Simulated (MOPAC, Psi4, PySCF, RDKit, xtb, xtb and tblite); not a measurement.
Two geometries of C4H14OSi2, SMILES CO[SiH2][SiH2]C(C)C, relaxed at GFN2-xTB with one dihedral held; other torsions can differ between them too.

Structure A

```
21

C      3.9204     0.5110     0.2077
O      2.5483     0.6261     0.4124
Si     1.3491     0.0714    -0.5340
Si    -0.4477     0.7920     0.7035
C     -2.0681     0.2764    -0.1750
C     -2.1978    -1.2412    -0.2581
C     -2.1648     0.8879    -1.5691
H      4.4323     0.9949     1.0403
H      4.2154     0.9953    -0.7263
H      4.2196    -0.5389     0.1628
H      1.5112    -1.3822    -0.7389
H      1.5085     0.6113    -1.8994
H     -0.5236     2.2542     0.8842
H     -0.5227     0.2386     2.0688
H     -2.9131     0.6504     0.4114
H     -1.3853    -1.6627    -0.8479
H     -2.1677    -1.6858     0.7342
H     -3.1392    -1.5254    -0.7283
H     -1.3563     0.5254    -2.2022
H     -2.1017     1.9728    -1.5201
H     -3.1098     0.6245    -2.0442
```

Structure B

```
21

C     -3.9693     0.5346     0.2233
O     -2.5983     0.6189     0.4503
Si    -1.3916     0.0854    -0.5011
Si     0.4491     0.7360     0.7094
C      1.0117    -0.6186     1.9451
C     -0.0959    -0.9424     2.9438
C      1.4484    -1.8853     1.2147
H     -4.4847     0.9905     1.0696
H     -4.2443     1.0630    -0.6927
H     -4.2847    -0.5075     0.1291
H     -1.5726    -1.3595    -0.7495
H     -1.5229     0.6705    -1.8473
H      1.5803     0.9683    -0.2056
H      0.3055     1.9802     1.4842
H      1.8746    -0.2465     2.5083
H     -0.9774    -1.3187     2.4267
H     -0.3837    -0.0550     3.5036
H      0.2303    -1.7022     3.6544
H      0.6201    -2.3080     0.6485
H      2.2596    -1.6709     0.5222
H      1.7944    -2.6399     1.9211
```

Q: Which is lower in energy at the level B3LYP-D3(BJ)/def2-SVP // GFN2-xTB (Psi4), and by how much?

A: B is lower, by 4.06 kJ/mol (dihedral O2–Si3–Si4–C5: 180° in A, 90° in B).

E(B) − E(A) in kJ/mol at the other levels, on the same two geometries: GFN2-xTB (xtb and tblite) 3.46; MMFF94 // GFN2-xTB (RDKit) -4.01; B3LYP/def2-SVP // GFN2-xTB (Psi4) -3.73; PBE/def2-SVP // GFN2-xTB (Psi4) -3.53; PBE-D3(BJ)/def2-SVP // GFN2-xTB (Psi4) -3.86; UFF // GFN2-xTB (RDKit) -3.50; PM7, restricted, heats of formation // GFN2-xTB (MOPAC) -4.46; PM6, restricted, heats of formation // GFN2-xTB (MOPAC) -2.25; GFN1-xTB // GFN2-xTB (xtb) -1.10; restricted B3LYP/6-31G*, spherical d, density fitting // GFN2-xTB (PySCF) -3.31; restricted BP86/6-31G*, spherical d, density fitting // GFN2-xTB (PySCF) -3.10; restricted B3LYP/LANL2DZ, with its core potentials past Ne // GFN2-xTB (PySCF) -4.34; restricted Hartree-Fock/STO-3G // GFN2-xTB (PySCF) -5.09.
